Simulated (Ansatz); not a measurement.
Frontier orbitals of `F[SiH](Cl)O[SiH3]`.

Z-matrix (Å, degrees):
```
Si
Cl 1 2.036
O 1 1.603 2 110.5
F 1 1.584 2 107.3 3 -119.4
H 1 1.466 2 110.1 3 122.5
Si 3 1.647 1 149.6 2 -34.0
H 6 1.483 3 109.5 1 -72.4
H 6 1.483 3 109.5 1 48.2
H 6 1.481 3 107.4 1 168.0
```

Charge 0, multiplicity 1. The structure was optimised at the PBE0-D4/def2-TZVP level. It is one conformer, not always the lowest. Basis def2-TZVPP, Ansatz 0.2.0.

Orbital energies of one run (eV). Highest occupied ones, from the top: -10.77, -10.84, -10.93, -11.12, -11.98, -13.18, -13.63, -13.77, -15.15, -15.23, -15.39, -17.08, -19.10, -25.93. Empty: 0.80, 1.80, 2.05, 2.34, 2.37, 2.48.

Which functional gave them?
A. r2SCANh
B. r2SCAN0
C. revPBE
D. BHLYP

D. HOMO energies: BHLYP -10.77, r2SCANh -8.85, revPBE -7.89, r2SCAN0 -9.65 eV.
